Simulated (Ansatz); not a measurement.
Species: C2H6Si, charge 0, singlet. C2H6Si (ethenylsilane, SMILES C=C[SiH3]).
B3LYP-D3(BJ)/def2-TZVP minimum from Ansatz (a first-principles code):
```
C
C 1 1.3315
H 2 1.0850 1 121.81
H 2 1.0851 3 115.94 1 180.00
H 1 1.0881 2 117.92 3 180.00
Si 1 1.8627 5 118.43 2 -180.00
H 6 1.4820 1 109.11 5 180.00
H 6 1.4836 7 109.35 3 121.24
H 6 1.4836 7 109.35 8 117.51
```
Charge 0, spin multiplicity 1.

Atomisation energy term by term, kcal/mol (programs: Ansatz). UHF or UKS for unpaired electrons; spin-orbit terms are left out. Correlated methods leave the cores frozen. Rows without X2C or -DK are non-relativistic. CBS(X,Y): correlation extrapolated as X^-3, Hartree-Fock from the larger set. A bracket is a step between two methods taken in the basis named. 'core' is core correlation in cc-pwCVTZ (1s frozen past Ne), 'X2C' scalar relativity in cc-pVTZ-DK, both at CCSD(T). Where a partner has so few electrons that a lower coupled-cluster level is exact, that level stands in.

| term | basis | kcal/mol |
|---|---|---|
| Hartree-Fock | cc-pV(Q+d)Z | 591.25 |
| CCSD correlation | CBS(cc-pV(T+d)Z,cc-pV(Q+d)Z) | 172.41 |
| (T) | CBS(cc-pV(T+d)Z,cc-pV(Q+d)Z) | 9.61 |
| CCSDT(Q) - CCSD(T) | cc-pV(D+d)Z | 0.48 |
| core correlation | cc-pwCVTZ | 2.07 |
| scalar relativity | X2C, cc-pVTZ-DK | -0.99 |
| sum: De |  | 774.8 |
